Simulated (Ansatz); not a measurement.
Consider the formal exchange of groups at the Si–C bond: `FC([SiH3])[SiH2]Cl` + `C=C=CN` → `C=C=C[SiH3]` + `NC(F)[SiH2]Cl`.

Computed with Ansatz on PBE0-D4/def2-TZVP structures; ΔE is electronic, products minus reactants. CBS: MP2 limit from def2 TZ/QZ plus the TZ coupled-cluster correction, frozen cores. Functionals use def2-TZVPP. B3LYP here is the variant with VWN-RPA as its local correlation; programs differ in this. Each species was taken in one conformer, which may not be the lowest.

```json
{"level": "PBE0-D4", "ΔE (kJ/mol)": "-52.6", "difference from CCSD(T)/CBS": "3.0"}
{"level": "ωB97M-V", "ΔE (kJ/mol)": "-56.8", "difference from CCSD(T)/CBS": "-1.2"}
{"level": "B3LYP", "ΔE (kJ/mol)": "-54.3", "difference from CCSD(T)/CBS": "1.3"}
{"level": "HF/def2-TZVPP", "ΔE (kJ/mol)": "-61.6", "difference from CCSD(T)/CBS": "-6.0"}
{"level": "MP2/def2-TZVPP", "ΔE (kJ/mol)": "-60.6", "difference from CCSD(T)/CBS": "-5.0"}
{"level": "CCSD(T)/def2-TZVPP", "ΔE (kJ/mol)": "-56.3", "difference from CCSD(T)/CBS": "-0.7"}
{"level": "MP2/def2-QZVPP", "ΔE (kJ/mol)": "-60.0", "difference from CCSD(T)/CBS": "-4.4"}
{"level": "SCS-MP2/def2-QZVPP", "ΔE (kJ/mol)": "-58.2", "difference from CCSD(T)/CBS": "-2.6"}
{"level": "MP2/CBS(def2)", "ΔE (kJ/mol)": "-59.9", "difference from CCSD(T)/CBS": "-4.3"}
{"level": "CCSD/CBS(def2)", "ΔE (kJ/mol)": "-55.8", "difference from CCSD(T)/CBS": "-0.2"}
{"level": "CCSD(T)/CBS", "ΔE (kJ/mol)": "-55.6", "difference from CCSD(T)/CBS": "0"}
```

Largest T1 diagnostic among the species: 0.012.
